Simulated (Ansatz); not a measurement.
Reaction (ligand exchange at the Si–C bond): `C=CC(=C)[SiH3]` + `C[O][Mg][OH]` → `C[O][Mg][O][SiH3]` + `C=CC=C`

Program: Ansatz. Geometries: PBE0-D4/def2-TZVP. ΔE: electronic, gas phase. CCSD(T)/CBS adds triple-zeta CCSD(T) − MP2 to the extrapolated MP2 energy (def2 sets, frozen cores). DFT in def2-TZVPP. For Mg outer-core shells are correlated without core-valence functions, which leaves a few kJ/mol of doubt a bond. One conformer a species, not always the lowest.

| level | ΔE (kJ/mol) |
| --- | --- |
| PBE-QIDH | -126.5 |
| MP2/CBS(def2) | -126.4 |

**Question.** What does CCSD(T)/CBS give? (Best estimate.)

**Answer.** Ansatz gave: -128.5 kJ/mol. The listed levels differ from it by 2.0, 2.1 kJ/mol.

Largest T1 diagnostic among the species: 0.012.

Leaving LDA and LC-ωPBE aside and taking each functional with its dispersion term where it has one, the values, not all of them listed here, spread over 25.8 kJ/mol, from BHLYP-D4 to revPBE-D4. LDA lies +7.6 kJ/mol from PBE without D4. From PBE to PBE0 (25 % exact exchange), in def2-TZVPP and without D4, ΔE moves by −5.6 kJ/mol. In def2-TZVPP, CCSD(T) changes the Hartree–Fock value by +27.5 kJ/mol (the triples alone add +4.3 kJ/mol) and MP2 by +29.6 kJ/mol.
